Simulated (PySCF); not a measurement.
Dipole response of Xe⁴⁸⁺ (xenon, charge +48)

[He] 2s2 2p2, high-spin 3P determinant. All numbers are calculated (PySCF 2.14, the spin-free X2C one-electron Hamiltonian (Gaussian nucleus), in an even-tempered Gaussian basis (19 s from 24 bohr⁻², ratio 2.2; 12 p from 31 bohr⁻², ratio 2.2; 5 d from 120 bohr⁻², ratio 2.4; 5 f from 170 bohr⁻², ratio 2.4; 4 g from 260 bohr⁻², ratio 2.4)). Coupled (time-dependent) response in atomic units; α is the mean over directions.

```
method  mean α (bohr³)                     α xx, yy, zz  C₆ (like pair)      S(−4)
   UHF       0.0005245  0.0006945, 0.0004395, 0.0004395       4.734e-06  1.629e-06
  PBE0       0.0005183  0.0006912, 0.0004319, 0.0004319       4.654e-06  1.595e-06
```

S(−4) is the Cauchy moment in α(ω) = α(0) + S(−4) ω² + …

Spin-orbit coupling is absent.

α(iu) at UHF:

| u (hartree) | α(iu) (bohr³) |
| --- | --- |
| 0 | 0.0005245 |
| 2.00 | 0.0005181 |
| 4.00 | 0.0004998 |
| 8.00 | 0.0004395 |
| 12.0 | 0.0003690 |
| 16.0 | 0.0003053 |
| 20.0 | 0.0002538 |
| 30.0 | 0.0001714 |
| 40.0 | 0.0001288 |
| 60.0 | 9.031e-05 |
| 100 | 6.364e-05 |

A single London oscillator, α(iu) = α/(1 + u²/ω²), gives C₆ = (3/4) ω α². Matching the computed C₆ needs ω = 4 × 4.734e-06 / (3 × 0.0005245²) = 22.9 hartree.

For an ion, C₆ is the dispersion term alone; charge-induced terms of lower order in 1/R come first.

The components differ because the open shell of this determinant is not spherical; for a pure term their mean is the scalar polarisability.

Spin-orbit coupling is strong in this species (close to jj coupling), so the high-spin LS determinant is a model state, not a physical level.
